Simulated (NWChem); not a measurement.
# CH₉NSi₂; SMILES C[SiH2]N[SiH3]

```xyz
13

C      0.5813     2.4582    -0.2590
Si    -0.5554     1.0531     0.2435
N      0.3241    -0.4251     0.5463
Si     0.1197    -2.0059    -0.1499
H      1.1353     2.2085    -1.1769
H      0.0017     3.3772    -0.4422
H      1.3145     2.6793     0.5331
H     -1.3217     1.4845     1.4588
H     -1.5298     0.7456    -0.8464
H      1.0154    -0.3707     1.2913
H      1.4269    -2.5582    -0.6285
H     -0.8155    -1.8764    -1.3049
H     -0.4438    -3.0050     0.8147
```
Atoms are numbered in this order, from 1.

Structure relaxed at the PBE0/def2-SVP level. Not confirmed as a minimum by frequencies.

**Question.** Give the principal values of the shielding tensors (ppm) of C1, Si2, N3, Si4 from KT2/pcSseg-1, GIAO (NWChem), with their diamagnetic and paramagnetic parts as GIAO splits them.

**Answer.** 
```csv
atom,σ11,σ22,σ33,isotropic,diamagnetic,paramagnetic
C1,169.4,185.2,192.2,182.3,254.8,-72.5
Si2,325.1,376.8,439.0,380.3,883.7,-503.4
N3,228.7,245.3,287.4,253.8,324.2,-70.4
Si4,366.9,370.5,488.4,408.6,883.0,-474.4
```
